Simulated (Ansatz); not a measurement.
```yaml
crystal:
  periodic: [false, false, false]
  atoms:
    - {symbol: Cd, position_ang: [-0.771169, 0.303283, -3.592864]}
    - {symbol: Cd, position_ang: [-2.319608, 1.035464, -1.283065]}
    - {symbol: Cd, position_ang: [1.791381, -0.637779, -0.260634]}
    - {symbol: Cd, position_ang: [-1.750784, 0.348248, 1.258865]}
    - {symbol: Cd, position_ang: [0.537936, -1.469395, 2.342785]}
    - {symbol: O, position_ang: [0.309653, 1.502173, -1.041855]}
    - {symbol: O, position_ang: [-1.220937, -0.741660, 2.888661]}
    - {symbol: O, position_ang: [0.286804, 1.033368, 0.269680]}
    - {symbol: O, position_ang: [2.164191, -1.887154, 1.255440]}
    - {symbol: O, position_ang: [0.972533, 0.513422, -1.837002]}
basis:
  gaussian: {orbitals: def2-TZVPD}
total_charge: -1
magnetization: {spin_polarized: true, initial_magnetization: 1}
hamiltonian: {xc: pbe0, dispersion: d4}
scf: {omitted_lower_state_checks: [starts]}
output: {orbitals: {seedname: orbitals}}
```

```sh
$ ansatz run in.yaml --threads 4 --pin off --events-out ev --progress --plain --max-ram 4787MiB
```

Task: Does this run fit into the memory that it is given?

Result: No. It has 400 basis functions, and Ansatz plans for 7 GiB where 5 GiB are given.
